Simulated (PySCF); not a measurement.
AlH₄O₂, Al₂H₃O, Al₂FH₃O, Al₂H₄O₂ and others (calculated)

Computed with PySCF 2.14.0. Calculation on a computer-drawn molecule: the log of a Hartree-Fock and frozen-core CCSD(T) single point meant for a local Hartree-Fock minimum, with one planted fault or none, to be diagnosed. Offsets are logged minus clean, where the clean run is the same molecule without the fault. The reference is restricted for singlets and unrestricted otherwise, and also for a bond in bohr or an excited solution. Adding or removing an electron swaps singlet and doublet. The excited solution moves the top pair (singlet) or top alpha electron (doublet) to the lowest empty orbital. Highest occupied and lowest empty are orbital energies over both spins, largest force is the largest gradient component, triples share is (T) over the correlation energy, the T1 limit is 0.02 restricted and 0.045 unrestricted, electrons count all cores, a negative frequency is imaginary (commonest isotopes), and the dipole is about the centre of nuclear charge.

Common to all runs: logged SCF converged yes; possible faults no fault, one electron removed, one electron added, multiplicity raised by two, geometry at a saddle point, SCF held on an excited solution, minimal basis STO-3G, one bond length entered in bohr, all coordinates scaled.

(1) AlH₄O₂

Logged structure:
```xyz
7
AlH4O2
O      2.1815    -1.5772     0.7467
Al     1.1015    -0.2441     0.2765
O      0.5395    -0.4637    -1.3970
H      1.7995    -2.4365     0.7317
H      1.9843     1.1308     0.4221
H     -0.2464    -0.2249     1.2112
H      1.8092    -0.4817    -2.6404
```

* meant charge: -1
* meant multiplicity: 1
* meant basis: aug-cc-pV(D+d)Z
* logged electrons: 34
* logged basis functions: 114
* logged spin squared: 0.8308
* logged highest occupied: -5.4549 eV
* logged lowest empty: 3.4027 eV
* logged largest force: 0.022386 hartree/bohr
* logged T1 diagnostic: 0.061796
* logged D1 diagnostic: 0.31081
* logged triples share: 0.035987
* logged CC converged: yes
* logged dipole magnitude: 2.4505 debye
* logged SCF stable within its kind: yes
* logged energy HF: -394.00253 hartree
* logged energy CCSD(T): -394.53577 hartree
* planted fault: one bond length entered in bohr, row 6 of the drawn bonds
* HF energy offset from clean run: 78.93 kcal/mol
* CCSD(T) energy offset from clean run: 88.6 kcal/mol

Drawn bonds:
```
atom  other atom  order
   1           2      1
   2           3      1
   1           4      1
   2           5      1
   2           6      1
   3           7      1
```

Notes: T1 above single-reference limit.

(2) Al₂H₃O

Logged structure:
```xyz
6
Al2H3O
O     -0.5948    -1.2895    -1.2959
Al     1.0688    -1.6213    -1.3943
Al     2.6464     0.4458    -1.2415
H     -1.3033    -1.9107    -1.2501
H      1.5202    -3.1454    -1.3939
H      3.2248     1.2568    -2.4883
```

- meant charge: 0
- meant multiplicity: 2
- meant basis: cc-pV(D+d)Z
- logged electrons: 37
- logged basis functions: 75
- logged spin squared: 0.7783
- logged highest occupied: -7.3352 eV
- logged lowest empty: 0.46123 eV
- logged largest force: 1.591e-05 hartree/bohr
- logged lowest frequency: 135.17 cm⁻¹
- logged T1 diagnostic: 0.019584
- logged D1 diagnostic: 0.060814
- logged triples share: 0.021456
- logged CC converged: yes
- logged dipole magnitude: 0.96517 debye
- logged SCF stable within its kind: yes
- logged energy HF: -560.46512 hartree
- logged energy CCSD(T): -560.80175 hartree
- planted fault: no fault
- HF energy offset from clean run: 0 kcal/mol
- CCSD(T) energy offset from clean run: 0 kcal/mol

Drawn bonds:
```
atom  other atom  order
   1           2      1
   2           3      1
   1           4      1
   2           5      1
   3           6      1
```

(3) Al₂FH₃O

Logged structure:
```xyz
7
Al2FH3O
O      1.3869    -1.1155     0.3628
Al     0.6158     0.0698    -0.5752
Al    -0.7006    -0.8443    -2.6238
F     -0.0318    -0.5790    -4.1254
H      1.9204    -0.9932     1.1312
H      0.7619     1.5849    -0.1282
H     -2.0678    -1.6354    -2.6609
```

* meant charge: 0
* meant multiplicity: 1
* meant basis: cc-pV(D+d)Z
* logged electrons: 46
* logged basis functions: 31
* logged spin squared: 0
* logged highest occupied: -5.8683 eV
* logged lowest empty: 8.9934 eV
* logged largest force: 0.061251 hartree/bohr
* logged T1 diagnostic: 0.019136
* logged D1 diagnostic: 0.061711
* logged triples share: 0.045827
* logged CC converged: yes
* logged dipole magnitude: 1.5774 debye
* logged SCF stable within its kind: yes
* logged energy HF: -651.68053 hartree
* logged energy CCSD(T): -651.8244 hartree
* planted fault: minimal basis STO-3G
* HF energy offset from clean run: 5231 kcal/mol
* CCSD(T) energy offset from clean run: 5478 kcal/mol

Drawn bonds:
```
atom  other atom  order
   1           2      1
   2           3      1
   3           4      1
   1           5      1
   2           6      1
   3           7      1
```

(4) Al₂FH₃O

Structure as in entry 3.

* meant charge: 0
* meant multiplicity: 1
* meant basis: cc-pV(D+d)Z
* logged electrons: 46
* logged basis functions: 89
* logged spin squared: 0
* logged highest occupied: -5.2916 eV
* logged lowest empty: -4.5575 eV
* logged largest force: 0.046615 hartree/bohr
* logged dipole magnitude: 3.3339 debye
* logged SCF stable within its kind: no
* logged energy HF: -659.64466 hartree
* planted fault: SCF held on an excited solution
* HF energy offset from clean run: 233.3 kcal/mol

Drawn bonds:
```
atom  other atom  order
   1           2      1
   2           3      1
   3           4      1
   1           5      1
   2           6      1
   3           7      1
```

Notes: coupled-cluster numbers left out as unreliable.

(5) Al₂H₄O₂

Logged structure:
```xyz
8
Al2H4O2
O     -1.3170    -3.2484     1.0301
Al    -1.5928    -2.2832     2.4026
Al     0.0890    -0.3394     2.7810
O     -0.4923     1.2230     2.4451
H     -1.8345    -3.9795     0.7338
H     -2.8446    -2.6636     3.3062
H      1.5927    -0.4516     3.2853
H     -0.0160     2.0348     2.5100
```

- meant charge: 0
- meant multiplicity: 1
- meant basis: cc-pV(D+d)Z
- logged electrons: 46
- logged basis functions: 94
- logged spin squared: 0
- logged highest occupied: -4.8859 eV
- logged lowest empty: -4.248 eV
- logged largest force: 0.050827 hartree/bohr
- logged dipole magnitude: 1.1196 debye
- logged SCF stable within its kind: no
- logged energy HF: -635.62586 hartree
- planted fault: SCF held on an excited solution
- HF energy offset from clean run: 236.5 kcal/mol

Drawn bonds:
```
atom  other atom  order
   1           2      1
   2           3      1
   3           4      1
   1           5      1
   2           6      1
   3           7      1
   4           8      1
```

Notes: coupled-cluster numbers left out as unreliable.

(6) Al₂H₃NO

Logged structure:
```xyz
7
Al2H3NO
O      2.7878     0.9436     2.7357
Al     1.6207    -0.1543     2.1519
N      1.7799    -0.8813     0.5767
Al     2.1855    -1.3875    -0.9192
H      2.7433     1.3604     3.5801
H      0.4104    -0.4544     3.1291
H      2.5137    -1.9116    -2.3453
```

- meant charge: 0
- meant multiplicity: 1
- meant basis: cc-pV(D+d)Z
- logged electrons: 44
- logged basis functions: 31
- logged spin squared: 0
- logged highest occupied: -4.6056 eV
- logged lowest empty: 9.418 eV
- logged largest force: 0.070969 hartree/bohr
- logged T1 diagnostic: 0.031624
- logged D1 diagnostic: 0.096067
- logged triples share: 0.066016
- logged CC converged: yes
- logged dipole magnitude: 3.1579 debye
- logged SCF stable within its kind: yes
- logged energy HF: -607.31232 hartree
- logged energy CCSD(T): -607.5287 hartree
- planted fault: minimal basis STO-3G
- HF energy offset from clean run: 4794 kcal/mol
- CCSD(T) energy offset from clean run: 4984 kcal/mol

Drawn bonds:
```
atom  other atom  order
   1           2      1
   2           3      1
   3           4      2
   1           5      1
   2           6      1
   4           7      1
```

Notes: T1 above single-reference limit.
